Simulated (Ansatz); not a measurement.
## Nudged elastic band run: AlBFH5O2Si

The input (input.yaml):

```yaml
crystal:
  periodic: [false, false, false]
  atoms:
    - { symbol: O, position_ang: [-1.063823, -0.421456, -1.330185] }
    - { symbol: B, position_ang: [-0.5341, 0.281374, -0.253383] }
    - { symbol: O, position_ang: [0.59202, -0.214058, 0.333228] }
    - { symbol: Si, position_ang: [1.663901, -1.582398, 0.154478] }
    - { symbol: Al, position_ang: [-1.364135, 2.089339, 0.551097] }
    - { symbol: F, position_ang: [-0.632773, 2.820644, 1.924677] }
    - { symbol: H, position_ang: [-1.863588, -0.089741, -1.769073] }
    - { symbol: H, position_ang: [1.292886, -2.446486, -1.012832] }
    - { symbol: H, position_ang: [1.582483, -2.366312, 1.427405] }
    - { symbol: H, position_ang: [3.042363, -1.028496, -0.025827] }
    - { symbol: H, position_ang: [-2.649736, 2.90059, 0.021014] }
basis:
  gaussian: { orbitals: "6-31G" }
hamiltonian:
  xc: b3lyp
  dispersion: d4
neb:
  order_check: false
  images: 9
  f_tol: 0.03
  max_iterations: 28
  final_atoms:
    - { symbol: O, position_ang: [-0.42988157, 0.03017182, -1.53573452] }
    - { symbol: B, position_ang: [-0.36995208, 0.38519599, -0.19324632] }
    - { symbol: O, position_ang: [0.4650695, -0.3486519, 0.60595083] }
    - { symbol: Si, position_ang: [1.51193144, -1.71023872, 0.22732618] }
    - { symbol: Al, position_ang: [-1.47237437, 1.97060587, 0.71819908] }
    - { symbol: F, position_ang: [-2.5271722, 2.8167652, -0.35783043] }
    - { symbol: H, position_ang: [-1.01438047, 0.52560334, -2.13295603] }
    - { symbol: H, position_ang: [0.69805033, -2.86671627, -0.27046915] }
    - { symbol: H, position_ang: [2.17009429, -2.06168465, 1.52229524] }
    - { symbol: H, position_ang: [2.54002176, -1.31024555, -0.78714987] }
    - { symbol: H, position_ang: [-1.50590863, 2.51219485, 2.22421398] }
  initial_path:
    images:
      - { positions_ang: [[-1.063823, -0.421456, -1.330185], [-0.5341, 0.281374, -0.253383], [0.59202, -0.214058, 0.333228], [1.663901, -1.582398, 0.154478], [-1.364135, 2.089339, 0.551097], [-0.632773, 2.820644, 1.924677], [-1.863588, -0.089741, -1.769073], [1.292886, -2.446486, -1.012832], [1.582483, -2.366312, 1.427405], [3.042363, -1.028496, -0.025827], [-2.649736, 2.90059, 0.021014]] }
      - { positions_ang: [[-1.0131322, -0.281026, -1.44502394], [-0.46189989, 0.34568234, -0.33408777], [0.71631566, -0.11902344, 0.16353342], [1.6013191, -1.53209931, 0.15548203], [-1.32170288, 2.00403974, 0.60275593], [-0.72524391, 2.95288216, 1.70451909], [-1.74076377, -0.18332722, -1.77081219], [1.16840299, -2.41005305, -0.96529641], [1.38423354, -2.16455822, 1.44194775], [2.96866301, -1.1732326, 0.05336357], [-2.51069367, 2.50371561, 0.41421752]] }
      - { positions_ang: [[-0.96244139, -0.14059601, -1.55986289], [-0.38969978, 0.40999069, -0.41479254], [0.84061131, -0.02398889, -0.00616116], [1.53873721, -1.48180062, 0.15648606], [-1.27927075, 1.91874048, 0.65441486], [-0.81771481, 3.08512032, 1.48436118], [-1.61793955, -0.27691345, -1.77255138], [1.04391998, -2.3736201, -0.91776083], [1.18598409, -1.96280444, 1.45649051], [2.89496303, -1.3179692, 0.13255414], [-2.37165133, 2.10684121, 0.80742105]] }
      - { positions_ang: [[-0.91175059, -0.00016601, -1.67470183], [-0.31749967, 0.47429903, -0.49549731], [0.96490697, 0.07104567, -0.17585574], [1.47615531, -1.43150193, 0.1574901], [-1.23683863, 1.83344123, 0.70607379], [-0.91018572, 3.21735848, 1.26420327], [-1.49511532, -0.37049967, -1.77429057], [0.91943697, -2.33718715, -0.87022524], [0.98773463, -1.76105066, 1.47103326], [2.82126304, -1.4627058, 0.21174472], [-2.232609, 1.70996682, 1.20062457]] }
      - { positions_ang: [[-0.86105978, 0.14026399, -1.78954077], [-0.24529955, 0.53860738, -0.57620208], [1.08920262, 0.16608023, -0.34555032], [1.41357341, -1.38120324, 0.15849413], [-1.19440651, 1.74814197, 0.75773272], [-1.00265662, 3.34959663, 1.04404536], [-1.3722911, -0.4640859, -1.77602977], [0.79495396, -2.3007542, -0.82268966], [0.78948518, -1.55929688, 1.48557601], [2.74756305, -1.6074424, 0.29093529], [-2.09356666, 1.31309242, 1.59382809]] }
      - { positions_ang: [[-0.81036898, 0.28069399, -1.90437971], [-0.17309944, 0.60291572, -0.65690685], [1.21349828, 0.26111478, -0.5152449], [1.35099152, -1.33090454, 0.15949816], [-1.15197438, 1.66284271, 0.80939165], [-1.09512753, 3.48183479, 0.82388745], [-1.24946687, -0.55767212, -1.77776896], [0.67047095, -2.26432125, -0.77515407], [0.59123572, -1.3575431, 1.50011877], [2.67386307, -1.75217901, 0.37012586], [-1.95452433, 0.91621803, 1.98703161]] }
      - { positions_ang: [[-0.7342715, 0.23058955, -1.83065067], [-0.21246997, 0.55937177, -0.56417474], [1.06381252, 0.13916145, -0.29100575], [1.3831795, -1.40677138, 0.17306376], [-1.21605438, 1.72439534, 0.79115313], [-1.38153646, 3.34882087, 0.58754387], [-1.20244959, -0.34101703, -1.84880637], [0.67598682, -2.38480025, -0.67421709], [0.90700743, -1.49837141, 1.50455406], [2.64709481, -1.66379231, 0.13867071], [-1.86480119, 1.23541339, 2.03446809]] }
      - { positions_ang: [[-0.65817402, 0.18048512, -1.75692164], [-0.2518405, 0.51582783, -0.47144264], [0.91412677, 0.01720811, -0.06676661], [1.41536749, -1.48263821, 0.18662937], [-1.28013438, 1.78594798, 0.77291462], [-1.6679454, 3.21580696, 0.3512003], [-1.15543231, -0.12436193, -1.91984379], [0.6815027, -2.50527926, -0.5732801], [1.22277915, -1.63919972, 1.50898936], [2.62032654, -1.57540562, -0.09278443], [-1.77507805, 1.55460876, 2.08190456]] }
      - { positions_ang: [[-0.58207654, 0.13038069, -1.6831926], [-0.29121102, 0.47228388, -0.37871053], [0.76444101, -0.10474522, 0.15747254], [1.44755547, -1.55850505, 0.20019497], [-1.34421437, 1.84750061, 0.75467611], [-1.95435433, 3.08279304, 0.11485672], [-1.10841503, 0.09229316, -1.9908812], [0.68701858, -2.62575826, -0.47234312], [1.53855086, -1.78002803, 1.51342465], [2.59355828, -1.48701893, -0.32423958], [-1.68535491, 1.87380412, 2.12934103]] }
      - { positions_ang: [[-0.50597906, 0.08027625, -1.60946356], [-0.33058155, 0.42873994, -0.28597842], [0.61475526, -0.22669856, 0.38171168], [1.47974346, -1.63437188, 0.21376058], [-1.40829437, 1.90905324, 0.7364376], [-2.24076326, 2.94977912, -0.12148686], [-1.06139775, 0.30894825, -2.06191862], [0.69253445, -2.74623726, -0.37140613], [1.85432257, -1.92085634, 1.51785995], [2.56679002, -1.39863224, -0.55569472], [-1.59563177, 2.19299948, 2.1767775]] }
      - { positions_ang: [[-0.42988157, 0.03017182, -1.53573452], [-0.36995208, 0.38519599, -0.19324632], [0.4650695, -0.3486519, 0.60595083], [1.51193144, -1.71023872, 0.22732618], [-1.47237437, 1.97060587, 0.71819908], [-2.5271722, 2.8167652, -0.35783043], [-1.01438047, 0.52560334, -2.13295603], [0.69805033, -2.86671627, -0.27046915], [2.17009429, -2.06168465, 1.52229524], [2.54002176, -1.31024555, -0.78714987], [-1.50590863, 2.51219485, 2.22421398]] }
```

Command:

```bash
$ ansatz run input.yaml --threads 1 --pin off --max-ram 2048MiB --backend cpu --events-out ev --progress --plain --runs-dir out
```

Output, in part (warnings, iteration lines):

```
NEB end point (image 0): max|allowed force component| = 1.501e-2 eV/Å (the criterion of neb.relax_end_points is 1.000e-2)
NEB end point (image 10): max|allowed force component| = 2.439e-2 eV/Å (the criterion of neb.relax_end_points is 1.000e-2)
NEB iter   1: max|band force component| = 6.661e1 eV/Å  barrier→ = 12.0095 eV  barrier← = 12.1242 eV  Δτ_max = 0.1984 Å  (282 SCF iters)
NEB iter   2: max|band force component| = 2.946e1 eV/Å  barrier→ = 5.2425 eV  barrier← = 5.3572 eV  Δτ_max = 0.2000 Å  (285 SCF iters)
NEB iter   3: max|band force component| = 1.497e1 eV/Å  barrier→ = 1.8384 eV  barrier← = 1.9531 eV  Δτ_max = 0.1981 Å  (266 SCF iters)
NEB iter   4: max|band force component| = 6.877e0 eV/Å  barrier→ = 0.7363 eV  barrier← = 0.8510 eV  Δτ_max = 0.2000 Å  (269 SCF iters)
NEB iter   5: max|band force component| = 2.660e1 eV/Å  barrier→ = 2.9142 eV  barrier← = 3.0289 eV  Δτ_max = 0.1046 Å  (284 SCF iters)
NEB iter   6: max|band force component| = 4.424e0 eV/Å  barrier→ = 0.4386 eV  barrier← = 0.5533 eV  Δτ_max = 0.2000 Å  (275 SCF iters)
NEB iter   7: max|band force component| = 3.000e0 eV/Å  barrier→ = 0.5403 eV  barrier← = 0.6549 eV  Δτ_max = 0.2000 Å  (275 SCF iters)
NEB iter   8: max|band force component| = 8.981e-1 eV/Å  barrier→ = 0.5765 eV  barrier← = 0.6912 eV  Δτ_max = 0.2000 Å  (262 SCF iters)
NEB iter   9: max|band force component| = 1.057e0 eV/Å  barrier→ = 0.5839 eV  barrier← = 0.6985 eV  Δτ_max = 0.1017 Å  (257 SCF iters)
NEB iter  10: max|band force component| = 8.184e-1 eV/Å  barrier→ = 0.4940 eV  barrier← = 0.6087 eV  Δτ_max = 0.1009 Å  (258 SCF iters)
NEB iter  11: max|band force component| = 4.474e-1 eV/Å  barrier→ = 0.3775 eV  barrier← = 0.4922 eV  CI = image 6  Δτ_max = 0.1009 Å  (259 SCF iters)
NEB iter  12: max|band force component| = 4.475e-1 eV/Å  barrier→ = 0.4137 eV  barrier← = 0.5284 eV  CI = image 6  Δτ_max = 0.0997 Å  (255 SCF iters)
NEB iter  13: max|band force component| = 7.685e-1 eV/Å  barrier→ = 0.4030 eV  barrier← = 0.5177 eV  CI = image 6  Δτ_max = 0.0501 Å  (255 SCF iters)
NEB iter  14: max|band force component| = 3.526e-1 eV/Å  barrier→ = 0.3905 eV  barrier← = 0.5051 eV  CI = image 6  Δτ_max = 0.1002 Å  (256 SCF iters)
NEB iter  15: max|band force component| = 2.166e-1 eV/Å  barrier→ = 0.3734 eV  barrier← = 0.4881 eV  CI = image 6  Δτ_max = 0.1505 Å  (252 SCF iters)
NEB iter  16: max|band force component| = 1.736e-1 eV/Å  barrier→ = 0.3587 eV  barrier← = 0.4733 eV  CI = image 6  Δτ_max = 0.0910 Å  (242 SCF iters)
NEB iter  17: max|band force component| = 1.479e-1 eV/Å  barrier→ = 0.3543 eV  barrier← = 0.4690 eV  CI = image 6  Δτ_max = 0.0453 Å  (245 SCF iters)
NEB iter  18: max|band force component| = 1.827e-1 eV/Å  barrier→ = 0.3483 eV  barrier← = 0.4629 eV  CI = image 6  Δτ_max = 0.0455 Å  (233 SCF iters)
NEB iter  19: max|band force component| = 1.313e-1 eV/Å  barrier→ = 0.3452 eV  barrier← = 0.4599 eV  CI = image 6  Δτ_max = 0.0455 Å  (243 SCF iters)
NEB iter  20: max|band force component| = 8.204e-2 eV/Å  barrier→ = 0.3423 eV  barrier← = 0.4570 eV  CI = image 6  Δτ_max = 0.0456 Å  (248 SCF iters)
NEB iter  21: max|band force component| = 7.432e-2 eV/Å  barrier→ = 0.3397 eV  barrier← = 0.4544 eV  CI = image 6  Δτ_max = 0.0456 Å  (252 SCF iters)
NEB iter  22: max|band force component| = 6.045e-2 eV/Å  barrier→ = 0.3376 eV  barrier← = 0.4523 eV  CI = image 6  Δτ_max = 0.0456 Å  (240 SCF iters)
NEB iter  23: max|band force component| = 5.370e-2 eV/Å  barrier→ = 0.3359 eV  barrier← = 0.4506 eV  CI = image 6  Δτ_max = 0.0456 Å  (246 SCF iters)
NEB iter  24: max|band force component| = 4.758e-2 eV/Å  barrier→ = 0.3344 eV  barrier← = 0.4491 eV  CI = image 6  Δτ_max = 0.0228 Å  (242 SCF iters)
NEB iter  25: max|band force component| = 4.238e-2 eV/Å  barrier→ = 0.3337 eV  barrier← = 0.4483 eV  CI = image 6  Δτ_max = 0.0228 Å  (217 SCF iters)
NEB iter  26: max|band force component| = 4.862e-2 eV/Å  barrier→ = 0.3329 eV  barrier← = 0.4475 eV  CI = image 6  Δτ_max = 0.0114 Å  (206 SCF iters)
NEB iter  27: max|band force component| = 3.943e-2 eV/Å  barrier→ = 0.3325 eV  barrier← = 0.4471 eV  CI = image 6  Δτ_max = 0.0114 Å  (201 SCF iters)
NEB iter  28: max|band force component| = 3.766e-2 eV/Å  barrier→ = 0.3320 eV  barrier← = 0.4467 eV  CI = image 6  Δτ_max = 0.0114 Å  (205 SCF iters)
Error: NEB band did not converge after 28 iterations: max|band force component| = 3.77e-2 eV/Å (threshold 3.0e-2); raise `neb.max_iterations` in a new run, which can start from the last band evaluated (`neb.initial_path`, with `crystal.atoms` and `neb.final_atoms` set to its first and last images), …
```

The run ended unconverged. The band didn't meet its force threshold, so its energies are provisional: the largest band force was still 0.04 eV/Å, and over the last iterations the top stayed at 0.33 eV. Inner images lie below an end point, which means an intermediate or an end that isn't the lowest structure nearby. Limits of this set-up: no polarisation functions.

Final band (atoms are numbered from 1 in the order of the input):

| image | path coordinate (Å) | energy (eV) | dihedral O1–B2–Al5–H11 (°) |
| --- | --- | --- | --- |
| 0 | 0.00 | 0.00 | -2 |
| 1 | 1.16 | -0.01 | 35 |
| 2 | 2.32 | -0.03 | 76 |
| 3 | 3.49 | -0.04 | 103 |
| 4 | 4.64 | -0.06 | 103 |
| 5 | 5.80 | 0.02 | 94 |
| 6 | 6.96 | 0.33 | 92 |
| 7 | 7.89 | -0.04 | 98 |
| 8 | 8.82 | -0.07 | 125 |
| 9 | 9.74 | -0.10 | 153 |
| 10 | 10.67 | -0.11 | -179 |

Time of the run: 19 min on 1 thread of Arm Neoverse V1, with other jobs on the host, peak memory 0.17 GiB.
